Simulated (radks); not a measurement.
Effect of the nuclear size on neutral technetium, [Kr] 4d5 5s2. Method: Dirac Kohn-Sham, exchange-only LDA, spin-unpolarised, spherical densities, finite nucleus; open shells are shared between the two j in proportion to 2j + 1; Fermi nuclear charge, rms radius 4.4112 fm; computed with a radial shooting solver on a logarithmic mesh with Libxc functionals. The rms radius is varied about that value; shifts are against it.

| rms radius (fm) | total energy shift (eV) | density at nucleus (e/bohr^3) | 1s1/2 shift (meV) | 2s1/2 shift (meV) | 3p1/2 shift (meV) | 4s1/2 shift (meV) | 4p1/2 shift (meV) | 5s1/2 shift (meV) |
|---|---|---|---|---|---|---|---|---|
| 3.8598 | -0.392 | 1.012e+05 | -166 | -17.8 | 0.260 | -0.523 | 0.069 | -0.029 |
| 4.2392 | -0.127 | 1.002e+05 | -53.7 | -5.79 | 0.084 | -0.170 | 0.022 | -0.009 |
| 4.4112 | 0 | 9.973e+04 | 0.000 | 0.000 | 0.000 | 0.000 | 0.000 | 0.000 |
| 4.72 | 0.240 | 9.897e+04 | 101 | 10.9 | -0.159 | 0.320 | -0.042 | 0.018 |
| 5.3331 | 0.758 | 9.761e+04 | 320 | 34.5 | -0.502 | 1.01 | -0.134 | 0.056 |

Slopes of the eigenvalues against <r^2> in GHz/fm^2, as finite differences over the two radii next to the reference (eigenvalue slopes, not the field-shift constants of lines): 1s1/2 8700, 2s1/2 937, 3p1/2 -13.6, 4s1/2 27.5, 4p1/2 -3.64.
